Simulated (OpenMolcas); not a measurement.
# neutral niobium: effect of the active space

* Program: OpenMolcas
* Method: SS-CASPT2 or its RAS form, IPEA 0.25 Eh, imaginary shift 0.1 Eh
* Basis: ANO-RCC-VTZP
* Scalar Hamiltonian: DKH2, point nucleus
* Spin-orbit coupling: state interaction with AMFI integrals over the reference wave functions, term energies averaged over their components

A. 5 electrons in 6 orbitals (4d 5s); 2S+1 = 6 even, 6 roots; 2S+1 = 4 even, 66 roots; 2S+1 = 2 even, 98 roots; closed shells correlated: 4s 4p; CASPT2 step roughly 80 core-seconds
B. 5 electrons in 9 orbitals (RAS2 4d 5s; RAS3 5p, at most 2 electrons); 2S+1 = 6 even, 6 roots; 2S+1 = 4 even, 77 roots kept (CI in the orbitals of an earlier block, 50 in the spin-orbit step); 2S+1 = 2 even, 86 roots kept (CI in the orbitals of an earlier block); 2S+1 = 6 odd, 45 roots (36 in the spin-orbit step); 2S+1 = 4 odd, 85 roots kept (CI in the orbitals of an earlier block, 35 in the spin-orbit step); 2S+1 = 2 odd, 86 roots kept (CI in the orbitals of an earlier block, 6 in the spin-orbit step); closed shells correlated: 4s 4p; CASPT2 step about 4 core-minutes

Energies in cm⁻¹ above 4d⁴ 5s ⁶D_1/2, the measured ground level; measured values from NIST Handbook of Basic Atomic Spectroscopic Data.

```tsv
Level	A	B	Measured
4d⁴ 5s ⁶D_1/2	0.0	0.0	0.0
4d⁴ 5s ⁶D_3/2	158	159	154
4d⁴ 5s ⁶D_5/2	394	399	392
4d⁴ 5s ⁶D_7/2	679	697	695
4d⁴ 5s ⁶D_9/2	989	1037	1050
4d³ 5s² ⁴F_3/2	1556	1168	1143
4d³ 5s² ⁴F_5/2	1868	1525	1587
4d³ 5s² ⁴F_7/2	2280	1996	2154
4d³ 5s² ⁴F_9/2	2780	2550	2805
4d⁴ 5s ⁴P_1/2(1)	5670	4700	
4d⁴ 5s ⁴P_3/2(1)	6060	5050	
4d⁴ 5s ⁴P_5/2(1)	6760	5720	
4d⁴ 5s ⁴D_1/2(1)	8090	8960	
4d⁴ 5s ⁴D_3/2(1)	8360	9270	
4d⁴ 5s ⁴D_5/2(1)	8700	9610	
4d⁴ 5s ⁴D_7/2(1)	9110	10040	
4d³ 5s² ²G_7/2	10720	9470	
4d³ 5s² ²G_9/2	11100	9920	
4d³ 5s² ²P_1/2	11400	10860	
4d³ 5s² ²D_5/2	12270	11070	
4d⁴ 5s ⁴H_7/2	12540	12490	
4d⁴ 5s ⁴H_9/2 [61 %]	12550	12600	
4d⁵ ⁶S_5/2	12580	12020	
4d⁴ 5s ⁴H_11/2	12770	12800
```

Deviations, from unrounded energies. A percentage is the sum of absolute deviations over the sum of measured energies, with the sign that they share, or ± where signs differ.

```
                  Against measurement  Levels      A     B
       mean absolute deviation (cm-1)       8    120    66
fine structure of the ground term (%)       4   ±3.6  ±1.2
             other configurations (%)       4  ±11.1  ±6.5
```

B lies closest to measurement on these levels. The largest miss of B in the table is 4d³ 5s² ⁴F_9/2, by -250 cm-1. The ranking rests on the paired levels alone, and a cruder setting can come out closer through cancelling errors.

The spin-orbit steps hold different terms of 4d⁴ 5s (B lacks a ²D, a ²F, a ⁴F), which shifts levels as well.

The two smallest mean deviations differ by little beside CASPT2's spread within terms, so their order carries little weight.

Between A and B the level of the table that moves most is 4d³ 5s² ²G_7/2, by 1200 cm-1 (lowest in B, highest in A). Moves below CASPT2's spread within the term are not significant.

CASPT2 does not keep the components of a term degenerate, so their means are used; among the terms shown or strongly mixed into the levels shown the widest spread is 790 cm-1 (4d³ 5s² ⁴F, B). Over all roots computed the reference weight is 0.85 to 0.90 in A, 0.86 to 0.91 in B; the roots of lowest weight are the least certain, and an intruder state may touch them. Configurations are named by rounded mean occupations; where the s occupation lies near a half they are strongly mixed, a name can repeat and a true partner stay unpaired. A single d shell beside an s shell can misplace configurations of different d count against each other. Some high roots are left out of the spin-orbit mixing, which shifts the levels that they would mix with (holds for B). Terms from blocks run as CI alone lack orbitals of their own (holds for B). Measured partners are found by configuration, term and J. A level has none where our copy of the source lacks it or the pairing is in doubt (some pairs that miss far off the trend of their configuration count as doubtful), and it then counts in no deviation. Only configurations of the active space appear. The table leaves out levels that lie high or whose names do not pair safely across all columns.

A share in square brackets marks a mixed level and gives the weight of the term that names it, the lowest over the columns. A number in round brackets counts repeated terms of one configuration in the order of the reference energies.
